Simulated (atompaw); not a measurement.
# LDA (PW92) PAW (atompaw) dataset for La, scalar-relativistic all-electron reference.

* Element: lanthanum (La)
* Generator: atompaw 4.2.0.5
* Type: PAW
* Functional: LDA (PW92)
* Relativity: scalar-relativistic
* Frozen core: [Kr] 4d10
* Valence charge: 11
* Reference configuration: 4f0 5s2 5p6 5d1 6s1.5 6p0.5
* Partial waves: 5s (bound): rc 2.05 bohr; 6s (bound): rc 3.00 bohr; 5p (bound): rc 2.60 bohr; 6p (bound): rc 3.00 bohr; 5d (bound): rc 3.00 bohr; 5d channel at 1.25 Ry: rc 3.00 bohr; 4f (bound, empty): rc 1.90 bohr; 4f channel at 0.6 Ry: rc 1.90 bohr
* Local potential: bessel scheme, radius 2.95 bohr
* Core correction: smooth core density matched at 2.10 bohr
* Augmentation charge: sinc compensation charge, radius 2.25 bohr; PAW radius 3.00 bohr; waves and projectors: custom polynom vanderbiltortho

All-electron outer shells of the reference configuration (LDA (PW92), scalar-relativistic, ld1.x):

| shell | level (eV) | outermost node (bohr) | outermost maximum (bohr) |
| --- | --- | --- | --- |
| 4p | -200.18 | 0.34 | 0.63 |
| 4d | -104.41 | 0.32 | 0.68 |
| 5s | -39.64 | 0.77 | 1.41 |
| 5p | -23.04 | 0.83 | 1.58 |
| 4f | -5.15 | – | 0.75 |
| 6s | -4.14 | 1.86 | 3.74 |
| 5d | -3.66 | 0.95 | 2.21 |
| 6p | -1.69 | 2.20 | 4.93 |

Does the generator finish with these settings?

Yes, a potential is produced.

Estimate the cutoffs (Ry, on a coarse ladder) from which the occupation-weighted sum of valence levels, in a spherical-Bessel basis at the reference potential, stays within 10 and 1 mRy of its value at 400 Ry.

12 Ry and 21 Ry. The cutoffs count occupied waves only; the empty 4f level needs 30 Ry at the loose tolerance.

What does a ghost test show?

No extra level below or beside the all-electron valence levels (s, p, d, f tested).

Is the overlap operator S = 1 + Σ q|β⟩⟨β| positive definite (Bessel basis up to 400 Ry)?

Yes: its lowest eigenvalue is 0.64 (s channel).
